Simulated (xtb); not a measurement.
Job for xtb: GFN1-xTB on H2Se (SMILES [SeH2]).

```
$ xtb mol.xyz --gfn 1 --sp --chrg 0 --uhf 0
3

Se    -0.08486354    -0.33171365     3.83198057
H      0.93200721     0.69716046     3.57024604
H      0.79236770    -1.37800699     3.28712279
```

It printed:

```
[...]
           -------------------------------------------------
          |                Calculation Setup                |
           -------------------------------------------------



           -------------------------------------------------
          |                 G F N 1 - x T B                 |
           -------------------------------------------------

        Reference                      10.1021/acs.jctc.7b00118
      * Hamiltonian:
        H0-scaling (s, p, d)           1.850000    2.250000    2.000000
        zeta-weighting                 0.000000
      * Dispersion:
        s8                             2.400000
        a1                             0.630000
        a2                             5.000000
        s9                             0.000000
      * Repulsion:
        kExp                           1.500000
        rExp                           1.000000
      * Coulomb:
        alpha                          2.000000
        third order                    atomic
        anisotropic                    false
      * Halogen bond correction:
        rad-scale                      1.300000
        damping                        0.440000


          ...................................................
          :                      SETUP                      :
          :.................................................:
          :  # basis functions                  14          :
          :  # atomic orbitals                  13          :
          :  # shells                            7          :
          :  # electrons                         8          :
          :  # halogen bonds                     0          :
          :  max. iterations                   250          :
          :  Hamiltonian                  GFN1-xTB          :
          :  restarted?                      false          :
          :  GBSA solvation                  false          :
          :  PC potential                    false          :
          :  electronic temp.          300.0000000     K    :
          :  accuracy                    1.0000000          :
          :  -> integral cutoff          0.2500000E+02      :
          :  -> integral neglect         0.1000000E-07      :
          :  -> SCF convergence          0.1000000E-05 Eh   :
          :  -> wf. convergence          0.2000000E-04 e    :
          :  Broyden damping             0.4000000          :
          :  net charge                          0          :
          :  unpaired electrons                  0          :
          ...................................................

 iter      E             dE          RMSdq      gap      omega  full diag
   1     -4.4223859 -0.442239E+01  0.161E+00    5.71       0.0  T
   2     -4.4307520 -0.836612E-02  0.642E-01    5.86       1.0  T
   3     -4.4307994 -0.473264E-04  0.472E-01    5.87       1.0  T
   4     -4.4308012 -0.181753E-05  0.791E-03    5.87       7.3  T
   5     -4.4308013 -0.907457E-07  0.197E-04    5.87     292.9  T
   6     -4.4308013 -0.256293E-10  0.383E-05    5.87    1505.5  T

   *** convergence criteria satisfied after 6 iterations ***

         #    Occupation            Energy/Eh            Energy/eV
      -------------------------------------------------------------
         1        2.0000           -0.8543341             -23.2476
         2        2.0000           -0.4962371             -13.5033
         3        2.0000           -0.4766597             -12.9706
         4        2.0000           -0.3741302             -10.1806 (HOMO)
         5                         -0.1583594              -4.3092 (LUMO)
         6                         -0.1268469              -3.4517
         7                         -0.0705028              -1.9185
         8                         -0.0635062              -1.7281
         9                         -0.0236273              -0.6429
       ...                                ...                  ...
        13                          0.7637567              20.7829
      -------------------------------------------------------------
                  HL-Gap            0.2157708 Eh            5.8714 eV
             Fermi-level           -0.2662448 Eh           -7.2449 eV

 SCC (total)                   0 d,  0 h,  0 min,  0.003 sec
 SCC setup                      ...        0 min,  0.000 sec (  3.699%)
 Dispersion                     ...        0 min,  0.000 sec (  2.026%)
 classical contributions        ...        0 min,  0.000 sec (  0.948%)
 integral evaluation            ...        0 min,  0.001 sec ( 26.382%)
 iterations                     ...        0 min,  0.001 sec ( 40.439%)
 molecular gradient             ...        0 min,  0.001 sec ( 19.878%)
 printout                       ...        0 min,  0.000 sec (  5.741%)

         :::::::::::::::::::::::::::::::::::::::::::::::::::::
         ::                     SUMMARY                     ::
         :::::::::::::::::::::::::::::::::::::::::::::::::::::
         :: total energy              -4.420070386911 Eh    ::
         :: gradient norm              0.020383705291 Eh/a0 ::
         :: HOMO-LUMO gap              5.871422627694 eV    ::
         ::.................................................::
         :: SCC energy                -4.430801276193 Eh    ::
         :: -> electrostatic           0.000307868972 Eh    ::
         :: repulsion energy           0.011051241163 Eh    ::
         :: dispersion energy         -0.000320351882 Eh    ::
         :: halogen bond corr.         0.000000000000 Eh    ::
         :: add. restraining           0.000000000000 Eh    ::
         :: total charge              -0.000000000000 e     ::
         :::::::::::::::::::::::::::::::::::::::::::::::::::::

           -------------------------------------------------
          |                Property Printout                |
           -------------------------------------------------

    * Orbital Energies and Occupations

         #    Occupation            Energy/Eh            Energy/eV
      -------------------------------------------------------------
         1        2.0000           -0.8543341             -23.2476
         2        2.0000           -0.4962371             -13.5033
         3        2.0000           -0.4766597             -12.9706
         4        2.0000           -0.3741302             -10.1806 (HOMO)
         5                         -0.1583594              -4.3092 (LUMO)
         6                         -0.1268469              -3.4517
         7                         -0.0705028              -1.9185
         8                         -0.0635062              -1.7281
         9                         -0.0236273              -0.6429
        10                         -0.0236273              -0.6429
        11                         -0.0236273              -0.6429
        12                          0.3009036               8.1880
        13                          0.7637567              20.7829
      -------------------------------------------------------------
                  HL-Gap            0.2157708 Eh            5.8714 eV
             Fermi-level           -0.2662448 Eh           -7.2449 eV

  Mulliken/CM5 charges         n(s)   n(p)   n(d)
     1Se   -0.06771 -0.16570   1.930  4.160 -0.023
     2H     0.03386  0.08285   0.966  0.000  0.000
     3H     0.03385  0.08285   0.966  0.000  0.000

Wiberg/Mayer (AO) data.
largest (>0.10) Wiberg bond orders for each atom

 ---------------------------------------------------------------------------
     #   Z sym  total        # sym  WBO       # sym  WBO       # sym  WBO
 ---------------------------------------------------------------------------
     1  34 Se   2.004 --     3 H    1.002     2 H    1.002
     2   1 H    1.002 --     1 Se   1.002
Note: The following floating-point exceptions are signalling: IEEE_DENORMAL
normal termination of xtb
     3   1 H    1.002 --     1 Se   1.002
 ---------------------------------------------------------------------------

Topologies differ in total number of bonds
Writing topology from bond orders to xtbtopo.mol

 dipole moment from electron density (au)
     X       Y       Z
   0.1250  -0.0011  -0.0532  total (Debye):    0.345


           -------------------------------------------------
          | TOTAL ENERGY               -4.420070386911 Eh   |
          | GRADIENT NORM               0.020383705291 Eh/α |
          | HOMO-LUMO GAP               5.871422627694 eV   |
           -------------------------------------------------

------------------------------------------------------------------------
------------------------------------------------------------------------
 total:
 SCF:
```

The run finished.

Cost: about 0.04 core-seconds (a rough figure).
